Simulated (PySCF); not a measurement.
C4H4F5O (charge -1).
Numbering: `[O-:1][CH2:2][CH2:3][C:4]([F:5])([F:6])[C:7]([F:8])([F:9])[F:10]` (hydrogens: H11, H12 on C2; H13, H14 on C3)

A PySCF run (density fitting, gas phase, GFN2-xTB geometry) gave HOMO 0.04 eV, LUMO 5.72 eV.

Task: Which of these levels was it?
A. B97-D/STO-3G
B. PBE0/pcSseg-1
C. HSE06/6-311G**
D. HSE06/pcSseg-1

Result: B. It is PBE0/pcSseg-1. All candidates on this geometry:

| level and settings | kind | basis functions | SCF cycles | E (Eh) | HOMO (eV) | LUMO (eV) |
| --- | --- | --- | --- | --- | --- | --- |
| B97-D/STO-3G | GGA | 54 | 16 | -718.6169 | 8.10 | 10.66 |
| HSE06/6-311G**, grid level 4 | screened hybrid, exact exchange at short range | 204 | 16 | -728.8033 | 0.57 | 5.39 |
| HSE06/pcSseg-1, grid level 1 | screened hybrid, exact exchange at short range | 190 | 12 | -728.5512 | 0.43 | 5.32 |
| PBE0/pcSseg-1 | global hybrid | 190 | 16 | -728.4854 | 0.04 | 5.72 |

The nearest other candidate, by the summed differences of HOMO and LUMO, is HSE06/pcSseg-1: its HOMO differs by +0.39 eV and its LUMO by -0.40 eV. B97-D ran without the empirical dispersion term, which would shift the total energy alone. Cycle counts include a coarse-grid stage where the run had one. All basis functions are spherical, in the Pople sets too. The HOMO energy is positive at B97-D/STO-3G, HSE06/6-311G**, HSE06/pcSseg-1 and PBE0/pcSseg-1; such an orbital is held in place by the finite basis.

Conformer computed: `[O-:1][CH2:2][CH2:3][C:4]([F:5])([F:6])[C:7]([F:8])([F:9])[F:10]`: O1–C2–C3–C4 -69°, C2–C3–C4–F5 173°, C3–C4–C7–F8 46°.
